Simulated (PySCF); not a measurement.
C₃H₆Ge.
Geometry (PBE0-D3(BJ)/def2-SVP, Å), atoms numbered from 1 in this order:
```xyz
10
C3H6Ge angstrom
C      2.1049   -1.6496    0.1572
C      1.3822   -0.6860   -0.0131
Ge     0.2253    0.8086   -0.2680
C     -1.5996    0.2794    0.1571
H      2.7467   -2.5000    0.3067
H      0.3467    1.2588   -1.7348
H      0.7058    1.9424    0.6552
H     -1.9171   -0.5409   -0.5019
H     -1.6602   -0.0625    1.1997
H     -2.2846    1.1288    0.0213
```

Method used: MP2 and CCSD/aug-cc-pVDZ in PySCF, restricted Hartree–Fock reference, 12 core orbitals frozen, non-relativistic, gas phase, PBE0-D3(BJ)/def2-SVP geometry.

E(HF) = -2192.38214 Eh.

**Question.** How large is the problem?

**Answer.** 159 basis functions and 56 electrons; 12 orbitals frozen, which leaves o = 16 correlated occupied and v = 131 virtual orbitals. That is o·v = 2096 singles and o·v(o·v + 1)/2 = 2197656 distinct closed-shell doubles amplitudes before symmetry; the costliest CCSD step grows as o²v⁴ = 7.5 × 10^10.

**Question.** What are the MP2 and CCSD correlation energies?

**Answer.** MP2 -0.5431 Eh and CCSD -0.5874 Eh, which gives totals of -2192.92527 and -2192.96950 Eh. That is 0.499 eV for each correlated electron at CCSD (1542 kJ/mol in all, 0.027 % of the total energy); MP2 gives 92.5 % of the CCSD value.

**Question.** What is the T1 diagnostic?

**Answer.** 0.0099, below the customary warning level of 0.02. It is the norm of the spatial-orbital singles amplitudes over the root of the number of correlated electrons, so the norm is 0.056.

**Question.** How does correlation change the dipole moment?

**Answer.** HF gives 0.73 D and CCSD (unrelaxed density) 0.71 D, a change of -0.02 D.

Connected triples and the basis-set limit are missing.
